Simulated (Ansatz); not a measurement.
Compare A (`O=COC[SiH2]S`) with its isomer B (`OC(=S)OC[SiH3]`).

Calculated with Ansatz (gas phase, PBE0-D4/def2-TZVP geometries, no zero-point term in ΔE). CCSD(T)/CBS adds triple-zeta CCSD(T) − MP2 to the extrapolated MP2 energy (def2 sets, frozen cores). Functionals use def2-TZVPP. B3LYP here is the variant with VWN-RPA as its local correlation; programs differ in this. Each species was taken in one conformer, which may not be the lowest.

(1) Which isomer does CCSD(T)/CBS put lower? Give the gap. (Estimate.)

(2) Give E(B) − E(A) in kJ/mol with ωB97M-V, HF/def2-TZVPP, B3LYP, B2PLYP, r2SCAN-D4, B3LYP-D4, MP2/def2-TZVPP. (An estimate is asked.)

Largest T1 diagnostic: 0.015.

Answers

(1) Computed: A, by 115.6 kJ/mol.

(2) Ansatz gave: ωB97M-V 112.6, HF/def2-TZVPP 121.7, B3LYP 110.3, B2PLYP 112.7, r2SCAN-D4 109.5, B3LYP-D4 112.4, MP2/def2-TZVPP 115.0. None reverses the order clearly.

In def2-TZVPP, CCSD(T) changes the Hartree–Fock value by −6.0 kJ/mol (the triples alone add −2.9 kJ/mol) and MP2 by −6.7 kJ/mol.
